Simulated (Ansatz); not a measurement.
Basis sets compared for InMe2H (C2H7In). Charge 0, multiplicity 1. Geometry r2SCAN-D4/def2-SVP. Ansatz on 4 threads of Arm Neoverse V2 on a shared host; times are rough, and most runs start from earlier orbitals.

```xyz
10

In   -0.662   -0.082    0.513
C     0.796   -1.685    0.319
H     1.779   -1.338    0.679
H     0.917   -1.961   -0.741
H     0.509   -2.581    0.889
C    -0.373    1.737   -0.644
H    -0.474    1.512   -1.718
H     0.644    2.132   -0.487
H    -1.102    2.518   -0.381
H    -2.034   -0.253    1.572
```

In the def2 sets In takes a core potential, while STO-3G treats all electrons; there is no spin–orbit coupling.

STO-3G and 6-31G are all-electron sets without relativity, so their totals don't compare with the def2 sets.

Binding counts from free atoms (In doublet, C triplet, H doublet) in the same basis, without a counterpoise term.

```json
{"level": "HF/STO-3G", "functions": "44", "energy (Eh)": "-5761.7643", "HOMO (eV)": "-7.76", "LUMO (eV)": "6.05", "binding per atom (eV)": "3.60", "wall time": "0.2 s"}
{"level": "PBE-D4/def2-SVP", "functions": "89", "energy (Eh)": "-270.3421", "HOMO (eV)": "-5.98", "LUMO (eV)": "-1.89", "binding per atom (eV)": "3.37", "wall time": "0.6 s"}
{"level": "PBE0-D4/def2-SVP", "functions": "89", "energy (Eh)": "-270.3640", "HOMO (eV)": "-7.15", "LUMO (eV)": "-1.17", "binding per atom (eV)": "3.35", "wall time": "0.76 s"}
```

Problem. Estimate the rows for HF/def2-TZVP, PBE-D4/def2-TZVP, PBE0-D4/def2-TZVP.

Solution. 
| level | functions | energy (Eh) | HOMO (eV) | LUMO (eV) | binding per atom (eV) | wall time |
| --- | --- | --- | --- | --- | --- | --- |
| HF/def2-TZVP | 154 | -269.0194 | -9.81 | 1.04 | 2.52 | 0.65 s |
| PBE-D4/def2-TZVP | 154 | -270.4450 | -6.05 | -1.96 | 3.37 | 1.1 s |
| PBE0-D4/def2-TZVP | 154 | -270.4618 | -7.19 | -1.23 | 3.35 | 1.4 s |
